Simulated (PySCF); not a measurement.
**Spin–spin coupling constants**

Molfile (atoms numbered from 1):
```
CH8GeN2
     RDKit          3D

 12 11  0  0  0  0  0  0  0  0999 V2000
   -1.5843    0.0533   -0.6318 C   0  0  0  0  0  0  0  0  0  0  0  0
   -0.7958   -0.4134    0.4828 N   0  0  0  0  0  0  0  0  0  0  0  0
    0.9913   -0.7359    0.3200 Ge  0  0  0  0  0  4  0  0  0  0  0  0
    1.8433    0.6840   -0.4796 N   0  0  0  0  0  0  0  0  0  0  0  0
   -2.6603   -0.1044   -0.4456 H   0  0  0  0  0  0  0  0  0  0  0  0
   -1.3341   -0.5262   -1.5357 H   0  0  0  0  0  0  0  0  0  0  0  0
   -1.4384    1.1207   -0.8909 H   0  0  0  0  0  0  0  0  0  0  0  0
   -1.0867   -0.0318    1.3761 H   0  0  0  0  0  0  0  0  0  0  0  0
    1.4630   -1.0628    1.7559 H   0  0  0  0  0  0  0  0  0  0  0  0
    1.2229   -1.9123   -0.6466 H   0  0  0  0  0  0  0  0  0  0  0  0
    2.7075    0.4528   -0.9624 H   0  0  0  0  0  0  0  0  0  0  0  0
    2.0016    1.5009    0.1036 H   0  0  0  0  0  0  0  0  0  0  0  0
  1  2  1  0
  2  3  1  0
  3  4  1  0
  1  5  1  0
  1  6  1  0
  1  7  1  0
  2  8  1  0
  3  9  1  0
  3 10  1  0
  4 11  1  0
  4 12  1  0
M  END
```

Indirect spin–spin couplings were computed at B3LYP/pcJ-1 (pcSseg-1 on Ge) (spin–dipole term only in couplings to heteroatoms) (PySCF 2.14.0 with density-fitted response routines) on a PBE0-D3(BJ)/def2-SVP structure, for the isolated molecule, without vibrational or relativistic corrections. Couplings are averaged over pairs made equivalent by symmetry, fast rotation or ring inversion, so a value needn't be that of the named pair in this geometry, while other rotamers aren't included; one pair stands for each set, and the list holds those of at least 0.8 Hz over up to four bonds.

Isotopes: $^{13}$C, $^{1}$H, $^{15}$N.

| pair | bonds | J (Hz) |
| --- | --- | --- |
| C1, N2 | 1 | ? |
| C1, H5 | 1 | 139.0 |
| N2, H8 | 1 | ? |
| N4, H11 | 1 | -71.3 |
| N2, N4 | 2 | ? |
| N2, H5 | 2 | -1.3 |
| N2, H9 | 2 | -10.5 |
| N4, H9 | 2 | ? |
| H5, H6 | 2 | -12.6 |
| H9, H10 | 2 | 24.9 |
| H11, H12 | 2 | -6.9 |
| C1, H9 | 3 | 2.9 |
| N4, H8 | 3 | 1.1 |
| H5, H8 | 3 | 8.0 |
| H8, H9 | 3 | ? |
| H9, H11 | 3 | 1.7 |
| H8, H11 | 4 | -0.9 |

**Question.** Estimate the withheld couplings, with signs.

**Answer.** 
- $^{1}J$(C1,N2) = -8.2 Hz (bond length 1.443 Å)
- $^{1}J$(N2,H8) = -80.0 Hz (bond length 1.014 Å)
- $^{2}J$(N2,N4) = 1.3 Hz (angle at Ge3 111°)
- $^{2}J$(N4,H9) = -6.5 Hz (mean over equivalent pairs that range from -13.2 to 0.2 Hz in this conformer)
- $^{3}J$(H8,H9) = 3.2 Hz (mean over equivalent pairs that range from 0.1 to 6.2 Hz in this conformer)

Relativistic effects of the heavier atoms present are left out.
